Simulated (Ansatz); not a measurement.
Geometry optimisation, Ansatz 0.2.0, RKS PBE/def2-SVP.

Input file:

```yaml
crystal:
  periodic: [false, false, false]
  atoms:
    - { symbol: Ti, position_ang: [-0.7001, -0.1448, -0.3366] }
    - { symbol: F, position_ang: [1.1106, -1.6866, -0.0736] }
    - { symbol: C, position_ang: [0.8225, 0.7569, 0.5773] }
    - { symbol: H, position_ang: [1.247, -0.5467, 0.3407] }
    - { symbol: O, position_ang: [-0.4844, 0.2658, -1.9557] }
    - { symbol: O, position_ang: [-1.67, -0.6541, 0.9411] }
    - { symbol: H, position_ang: [0.7488, 0.99, 1.6412] }
    - { symbol: H, position_ang: [1.413, 1.4974, 0.0344] }
    - { symbol: H, position_ang: [-0.3325, 0.4892, -2.8744] }
    - { symbol: H, position_ang: [-2.1549, -0.9672, 1.7056] }
basis:
  gaussian: { orbitals: def2-SVP }
hamiltonian:
  xc: pbe
relax:
  f_tol: 0.15
  max_steps: 25
  restrain:
    - { distance: [3, 1], at: 2.18, k: 30.0 }
    - { distance: [0, 1], at: 2.17, k: 30.0 }
    - { distance: [3, 2], at: 1.07, k: 30.0 }
```

Command:

```bash
$ ansatz run input.yaml --threads 2 --pin off --max-ram 3072MiB --backend cpu --events-out ev --progress --plain --runs-dir out
```

Problem. Where does it end, and by what steps?

Solution. The run converged. The restraints hold the end off the free minimum. After 9 steps the energy has fallen by 2.767 eV (the restraints' own energy left out); H10 moved furthest, 0.79 Å. Joined: C3–H4 (1.39 → 1.10 Å).

```tsv
step	energy less start (eV)	largest force component (eV/Å)	accepted
0	0.0000	4.982	yes
1	-0.8987	3.782	yes
2	-1.5637	3.417	yes
3	-2.4136	3.060	yes
4	-2.5818	3.327	yes
5	-2.7081	2.584	yes
6	-2.7096	2.686	yes
7	-2.7446	2.519	yes
8	-2.7634	2.705	yes
9	-2.7672	2.716	yes
```

```xyz
10
Properties=species:S:1:pos:R:3
Ti -0.287 -0.414 -0.233
F 0.999 -2.013 -0.188
C 1.101 0.771 0.676
H 1.733 -0.127 0.672
O -0.613 0.209 -1.847
O -1.699 -0.573 0.818
H 0.856 1.103 1.703
H 1.532 1.583 0.061
H -1.043 0.391 -2.698
H -2.577 -0.929 1.035
```

The run took 23 s on 2 threads of Intel(R) Xeon(R) Platinum 8375C CPU @ 2.90GHz (Ice Lake) (shared host), peak memory 0.18 GiB.
